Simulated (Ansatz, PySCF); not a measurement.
Spin states of F2W (SMILES [F][W][F]), each relaxed with B3LYP-D3(BJ)/def2-TZVP.
State 1 (charge 0, multiplicity 3):
```xyz
3

W     -0.0097     0.0165    -0.0228
F     -0.2365     1.3716    -1.2338
F      0.2131    -1.3406     1.1863
```
State 2 (charge 0, multiplicity 1):
```xyz
3

W     -0.01086     0.01593    -0.02335
F     -0.23581     1.37090    -1.23271
F      0.21349    -1.33936     1.18574
```

Singlets are restricted, other states unrestricted; no spin–orbit coupling, no relativity up to Kr; see below for the cores. The largest T1 diagnostic is 0.022.

Correlated levels freeze the inner cores; with def2 sets outer-core shells near the valence are correlated too. CBS: X⁻³ extrapolation of the correlation energy, Hartree–Fock from the larger set.

Programs: Ansatz (a quantum-chemistry and plane-wave program); PySCF for the dispersion terms.  In def2 rows elements past Kr take small-core potentials, without spin–orbit coupling.

```json
[
 {"level": "PBE-D4/def2-TZVPP", "energy of the multiplicity-1 state less that of the multiplicity-3 state (kcal/mol)": "21.24"},
 {"level": "BLYP/def2-TZVPP", "energy of the multiplicity-1 state less that of the multiplicity-3 state (kcal/mol)": "18.36"},
 {"level": "BLYP-D4/def2-TZVPP", "energy of the multiplicity-1 state less that of the multiplicity-3 state (kcal/mol)": "18.36"},
 {"level": "r2SCAN/def2-TZVPP", "energy of the multiplicity-1 state less that of the multiplicity-3 state (kcal/mol)": "22.19"},
 {"level": "B97M-V/def2-TZVPP", "energy of the multiplicity-1 state less that of the multiplicity-3 state (kcal/mol)": "14.37"},
 {"level": "B3LYP-D4/def2-TZVPP", "energy of the multiplicity-1 state less that of the multiplicity-3 state (kcal/mol)": "18.93"},
 {"level": "CAM-B3LYP-D4/def2-TZVPP", "energy of the multiplicity-1 state less that of the multiplicity-3 state (kcal/mol)": "[?]"},
 {"level": "wB97X-V/def2-TZVPP", "energy of the multiplicity-1 state less that of the multiplicity-3 state (kcal/mol)": "18.37"},
 {"level": "CCSD(T)/CBS(def2-SVP, def2-TZVPP)", "energy of the multiplicity-1 state less that of the multiplicity-3 state (kcal/mol)": "[?]"}
]
```

Task: What belongs in the gaps?

Result: 
- CAM-B3LYP-D4/def2-TZVPP, energy of the multiplicity-1 state less that of the multiplicity-3 state (kcal/mol): 19.92
- CCSD(T)/CBS(def2-SVP, def2-TZVPP), energy of the multiplicity-1 state less that of the multiplicity-3 state (kcal/mol): 17.20

Doubts at one or more of the structures used: a restricted determinant that unrestricted orbitals would lower (CCSD(T)/CBS(def2-SVP, def2-TZVPP)).
